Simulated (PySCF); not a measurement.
Krypton: a sound run and one with changed settings

Sound run: Kr [Kr], Kr⁺ [Ar] 3d10 4s2 4p5. All numbers are calculated (PySCF 2.14, the spin-free X2C one-electron Hamiltonian (Gaussian nucleus), in jorge-DZP-DKH (8s6p2d1f, 43 functions)). The sound run starts from symmetry-adapted Hartree-Fock orbitals and uses a fine grid where one is needed.

A second run was set up differently.

```csv
species,method,sound run (hartree),changed run (hartree),converged
Kr,UHF,-2788.01286,-2788.01286,yes
Kr,PBE0,-2789.56310,-2789.54651,yes
Kr,M06-L,-2789.76108,-2789.78915,yes
Kr⁺,UHF,-2787.52729,-2787.52729,yes
Kr⁺,PBE0,-2789.04348,-2789.02567,yes
Kr⁺,M06-L,-2789.24401,-2789.27495,yes
```

Ionisation energy of Kr:

| method | sound run (eV) | changed run (eV) |
| --- | --- | --- |
| UHF | 13.213 | 13.213 |
| PBE0 | 14.140 | 14.173 |
| M06-L | 14.070 | 13.992 |

Task: What was changed?
A. minimal basis
B. radial grid too coarse
C. basis contracted for another Hamiltonian
D. too few SCF iterations

Result: B. It used radial step 0.5 in ln r (0.13 in the sound run). A coarse radial grid mis-integrates the density and the exchange-correlation energy, with errors of either sign; Hartree-Fock needs no grid.
